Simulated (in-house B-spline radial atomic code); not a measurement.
## Zn VI (Zn5+): [Ar] 3d7

All numbers are computed (Dirac-Kohn-Sham PBEsol, spherical fractional occupations; Fermi nucleus of rms radius 3.9283 fm) with a radial B-spline atomic code at the basis-set limit, not measured.

Effective charges: Z_r = [3n² - l(l+1)]/(2<r>) from the radius, Z_e = n√(-2ε) from the energy, and Slater's rules. Values are occupation-weighted means over j.

```json
{"shell": "1s", "electrons": "2", "ε (eV)": "-9610.1", "<r> (bohr)": "0.05034", "Z_r": "29.80", "Z_e": "26.58", "Slater": "29.70"}
{"shell": "2s", "electrons": "2", "ε (eV)": "-1253.9", "<r> (bohr)": "0.2261", "Z_r": "26.54", "Z_e": "19.20", "Slater": "25.85"}
{"shell": "2p", "electrons": "6", "ε (eV)": "-1100.1", "<r> (bohr)": "0.1983", "Z_r": "25.22", "Z_e": "17.98", "Slater": "25.85"}
{"shell": "3s", "electrons": "2", "ε (eV)": "-220.34", "<r> (bohr)": "0.6658", "Z_r": "20.28", "Z_e": "12.07", "Slater": "18.75"}
{"shell": "3p", "electrons": "6", "ε (eV)": "-173.98", "<r> (bohr)": "0.6865", "Z_r": "18.21", "Z_e": "10.73", "Slater": "18.75"}
{"shell": "3d", "electrons": "7", "ε (eV)": "-98.344", "<r> (bohr)": "0.7342", "Z_r": "14.30", "Z_e": "8.07", "Slater": "9.90"}
```

The least bound orbital is 3d5/2 at -98.16 eV, and it is also the most diffuse (<r> = 0.7355 bohr).

Spin-orbit splittings of the orbital energies (j = l + 1/2 above j = l - 1/2 when positive): 2p 23.83 eV, 3p 3.288 eV, 3d 0.4658 eV.

For the 1s electron the small component carries 1.17 % of the norm, the zero-frequency Breit interaction raises the level by 13.18 eV, self-energy by 6.725 eV, and vacuum polarisation lowers it by 0.6233 eV.
